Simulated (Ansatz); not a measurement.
Consider the hydrogenolysis of the Al–O bond: `[OH][Al]([Br])[O][SiH3]` + H₂ → `[SiH3][O][AlH][Br]` + H₂O.

Isolated molecules relaxed with PBE0-D4/def2-TZVP in Ansatz; ΔE leaves out vibrations. CBS: MP2 limit from def2 TZ/QZ plus the TZ coupled-cluster correction, frozen cores. This one scheme is used for every species. Functionals use def2-TZVPP. For Br outer-core shells are correlated without core-valence functions, which leaves a few kJ/mol of doubt a bond. Scalar relativity is left out up to krypton. Each species was taken in one conformer, which may not be the lowest.

(1) Is it downhill or uphill in electronic energy at CCSD(T)/CBS, and by how much? (Estimate.)

(2) What do these levels give: PBE0-D4, PBE-QIDH, CAM-B3LYP, MP2/def2-TZVPP, SCS-MP2/def2-QZVPP, MP2/CBS(def2)? (An estimate is asked.)

(3) What do rigid-rotor, harmonic-oscillator terms from PBE0-D4/def2-TZVP frequencies (298.15 K, 1 bar) make of the CCSD(T)/CBS value? (Best estimate.)

Largest T1 diagnostic among the species: 0.010.

## Answers

(1) The calculation gave: Uphill: ΔE = +1.15 eV.

(2) Computed: PBE0-D4 1.08, PBE-QIDH 1.12, CAM-B3LYP 1.14, MP2/def2-TZVPP 1.23, SCS-MP2/def2-QZVPP 1.19, MP2/CBS(def2) 1.22 eV.

(3) Computed: ΔZPE = +0.12 eV, ΔH = +1.24 eV, ΔS = 33 J/(mol·K), ΔG = +1.14 eV. Modes under 50 cm⁻¹ make the entropy rough.

In def2-TZVPP, CCSD(T) changes the Hartree–Fock value by +0.10 eV (the triples alone add +0.02 eV) and MP2 by +0.18 eV. Leaving LDA and LC-ωPBE aside and taking each functional with its dispersion term where it has one, the values, not all of them listed here, spread over 0.14 eV, from B97M-V to r2SCAN-D4.
